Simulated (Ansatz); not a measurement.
`BO[SiH2][GeH2][F]` and `BO[SiH2]C#C` differ in one atom or group.

Ansatz, PBE0-D4/def2-TZVP geometries, multiplicity 1. Each molecule was computed in one conformer, which needn't be the lowest.

Scalar relativity is left out up to krypton.

```csv
property,`BO[SiH2][GeH2][F]`
HOMO energy (PBE/def2-TZVPP) / eV,-7.17
HOMO–LUMO gap (PBE/def2-TZVPP) / eV,5.35
HOMO energy (B3LYP/def2-TZVPP) / eV,-8.17
size of the dipole moment (B3LYP/def2-TZVPP) / D,2.48
size of the dipole moment (PBE/def2-TZVPP) / D,2.39
HOMO–LUMO gap (PBE0/def2-TZVPP) / eV,7.45
```

Problem. What does the change do to each property? (An estimate is asked.)

Solution. Ansatz gave: 
```
                                        property  `BO[SiH2]C#C`  shift
               HOMO energy (PBE/def2-TZVPP) / eV          -7.04   0.13
             HOMO–LUMO gap (PBE/def2-TZVPP) / eV           5.26  -0.09
             HOMO energy (B3LYP/def2-TZVPP) / eV          -8.24  -0.07
size of the dipole moment (B3LYP/def2-TZVPP) / D           1.29  -1.19
  size of the dipole moment (PBE/def2-TZVPP) / D           1.36  -1.03
            HOMO–LUMO gap (PBE0/def2-TZVPP) / eV           7.68   0.23
```

With PBE0 the HOMO falls by 0.09 eV and the LUMO rises by 0.14 eV, so the gap widens by about 0.23 eV. PBE moves the HOMO by 0.13 eV and ωB97M-V by -0.30 eV. Dipoles are sizes alone; their direction can turn.

B3LYP here is the variant with VWN-RPA as its local correlation; programs differ in this.
